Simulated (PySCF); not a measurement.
# CsAl: frontier orbitals

BLYP at R = 3.723 Å; Cs def2-SVPD with ECP46, Al def2-SVPD; scalar-relativistic core potentials (PySCF 2.14). State: ³Π (triplet), unpaired electrons σ ↑, π ↑. Only the outer orbitals are listed, counted within each symmetry, core potentials removing the inner ones.

| spin | orbital | occ. | ε (eV) | on Cs (%) | main shells (%) |
| --- | --- | --- | --- | --- | --- |
| α | 4σ | 1 | -27.15 | 100 | 100 Cs s |
| α | 2π | 1 | -13.70 | 100 | 100 Cs p |
| α | 2π | 1 | -13.66 | 100 | 100 Cs p |
| α | 5σ | 1 | -13.61 | 99 | 99 Cs p |
| α | 6σ | 1 | -6.75 | 2 | 98 Al s |
| α | 7σ | 1 | -2.50 | 52 | 52 Cs s, 47 Al p |
| α | 3π | 1 | -2.11 | 16 | 84 Al p, 9 Cs d |
| α | 3π | 0 | -1.89 | 18 | 81 Al p, 11 Cs d |
| α | 8σ | 0 | -1.58 | 59 | 42 Cs s, 38 Al p, 13 Cs p |
| α | 4π | 0 | -0.61 | 98 | 77 Cs p, 21 Cs d |
| β | 4σ | 1 | -27.10 | 100 | 100 Cs s |
| β | 2π | 1 | -13.66 | 100 | 100 Cs p |
| β | 2π | 1 | -13.61 | 100 | 100 Cs p |
| β | 5σ | 1 | -13.54 | 99 | 99 Cs p |
| β | 6σ | 1 | -6.04 | 2 | 98 Al s |
| β | 7σ | 0 | -2.01 | 81 | 80 Cs s, 20 Al p |
| β | 3π | 0 | -1.66 | 19 | 81 Al p, 11 Cs d, 8 Cs p |
| β | 3π | 0 | -1.13 | 30 | 70 Al p, 15 Cs p, 14 Cs d |

Question: Which are the highest filled and the lowest empty level, where do they sit, and how wide is the gap?

Answer: Highest filled α 3π at -2.11 eV (in %: 84 Al p, 9 Cs d); lowest empty β 7σ at -2.01 eV (in %: 80 Cs s, 20 Al p); the gap at BLYP is 0.10 eV.

```
bond order (Mayer)                               : 0.82
⟨S²⟩                                             : 2.002
charge on Cs (Mulliken, basis-dependent)         : 0.30
charge on Cs (Löwdin, basis-dependent)           : 0.19
dipole moment (positive dipole means Cs(−)Al(+)) : -5.86 D
```

Spin–orbit coupling is left out. The state is the lowest determinant that a PBE0 search found; another state may lie lower at other levels.
